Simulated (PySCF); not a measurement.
**How methods differ on the ionisation energy of Xe⁺**

Xe⁺ [Kr] 4d10 5s2 5p5 (2P) → Xe²⁺ [Kr] 4d10 5s2 5p4 (3P), as a difference of total energies. All numbers are calculated (PySCF 2.14, scalar relativity through the core potential, in aug-cc-pwCVDZ-PP with ECP28MDF (6s5p4d1f, 48 functions)). Correlated levels: valence: 4s2 4p6 4d10 frozen; valence and next inner shell: nothing frozen outside the core potential. The calculations carry no spin-orbit coupling.

Q: Order these methods by the ionisation energy they give, lowest first.
A. SCS-MP2 (valence)
B. PBE0
C. r2SCAN0
D. B3LYP

A: A (20.620 eV), B (21.122 eV), C (21.161 eV), D (21.224 eV).

The reference lies between the lowest fine-structure levels, while these numbers refer to the centres of the terms.

Errors of the correlated levels include the incompleteness of this basis and the frozen core.

For comparison: 20.975 eV (semi-empirical (NIST evaluation); NIST Atomic Spectra Database, ionization energies).
